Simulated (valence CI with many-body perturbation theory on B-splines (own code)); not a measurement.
# Re LV in three bases

Calculated by valence CI with perturbative core correlation (CI+MBPT): three valence electrons over a frozen Dirac-Fock core [Ar], a basis of 7 s, 7 p, 8 d, 6 f, 4 g, 1 h functions for each j, with the one-electron correlation potential Σ1 (screened to all orders), the two-electron term Σ2, the three-electron term Σ3, Breit, model QED; selected single and double excitations, second order for the rest, scaled by the run's own slope (own B-spline code, finite nucleus).

No measured spectrum was set against this ion. As an estimate, large intervals hold to a few tenths of a per cent, small ones and those within an open d or f shell to about a per cent. The list stops below the first excitations out of the core. Only levels of the ground parity were solved; by the run's estimate the other parity begins above the list, which can be wrong where configurations are misplaced.

The reference run has the lowest level (3d3/2^3) J=3/2 and an ionisation energy of 5237.64 eV. Its largest variational space holds 4698 state functions.

Levels are named by their leading jj configuration (3d3/2^4 stands for four electrons in 3d with j = 3/2), which in mixed levels can hold well under half, so a name can repeat and another be missing. Letters in brackets count levels of one name in rising energy.

Changed runs:
A. basis 6 s, 6 p, 5 d, 5 f, 1 g
B. basis 5 s, 5 p, 4 d, 4 f

Excitation energies of the reference run in cm⁻¹, and shifts in cm⁻¹:

```
                    Level  Reference      A      B
(3d3/2^2 3d5/2) J=5/2 [a]     567229   -251   -425
    (3d3/2^2 3d5/2) J=3/2     618746   -111    -83
    (3d3/2^2 3d5/2) J=9/2     648479    +86   +296
    (3d3/2^2 3d5/2) J=7/2     650109    +17   +125
    (3d3/2^2 3d5/2) J=1/2     662861    +22   +183
(3d3/2^2 3d5/2) J=5/2 [b]     856289   +299   +667
(3d3/2 3d5/2^2) J=7/2 [a]    1205590   -213   -318
    (3d3/2 3d5/2^2) J=9/2    1243530   -108    -69
(3d3/2 3d5/2^2) J=3/2 [a]    1286900    -64    -54
    (3d3/2 3d5/2^2) J=1/2    1311100    +77   +305
   (3d3/2 3d5/2^2) J=11/2    1321190   +154   +518
(3d3/2 3d5/2^2) J=5/2 [a]    1323280   +5.0   +131
   Ionisation energy (eV)    5237.64  -0.07  -0.10
```
